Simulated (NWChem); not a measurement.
AlHSCl2; SMILES [SH][Al]([Cl])[Cl]

```xyz
5

Al    -0.0115    -0.0291     0.0004
Cl     0.3373    -2.0860    -0.0008
Cl    -1.9737     0.6930     0.0004
S      1.6750     1.3259     0.0015
H      0.8841     2.4233     0.0020
```
Atoms are numbered in this order, from 1.

Program: NWChem. Pople sets run with spherical d functions. STO-3G and 3-21G are far too small for this property and stand as cheap habits. Structure relaxed at the PBE0/def2-SVP level. B3LYP is NWChem's, with the RPA form of VWN correlation. Field at 589 nm.

Problem. Order these by “anisotropy (bohr³)”, lowest first: B3LYP/STO-3G; B3LYP/def2-SVP; B3LYP/def2-SVPD; B3LYP/6-31G*.

Solution. B3LYP/def2-SVPD (24.5), B3LYP/def2-SVP (26.3), B3LYP/6-31G* (27.9), B3LYP/STO-3G (30.3)
